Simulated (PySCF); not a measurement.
```xyz
4
charge -1 multiplicity 1, angstrom
Be    0.0000    0.0000    0.0000
I     0.0011    0.0000    2.3112
I     2.0010    0.0000   -1.1566
I    -2.0021    0.0000   -1.1546
```

Computed with PySCF, PBE0, basis Be def2-TZVPD, I def2-TZVPD with ECP28 (scalar-relativistic core potentials, no spin–orbit coupling, density fitting).

This geometry of BeI₃⁻ is a stationary point at this level.

Question: What is the point group?

Answer: D3h.

Question: Is it a minimum?

Answer: Yes: all harmonic wavenumbers are real.

Question: Which band is strongest in the infrared?

Answer: 568 cm⁻¹ (e'), 493 km/mol.

Question: Give the atomic charges and bond orders.

Answer: 
```json
{"atom": "Be1", "Mulliken": "-0.01", "Löwdin": "-0.93", "polar tensor": "1.00", "Mayer order to Be1": "–"}
{"atom": "I2,3,4", "Mulliken": "-0.33", "Löwdin": "-0.02", "polar tensor": "-0.67", "Mayer order to Be1": "1.01"}
```

This need not be the most stable arrangement of these atoms. The lowest empty level of this anion is unbound, so it and the gap depend on the basis.
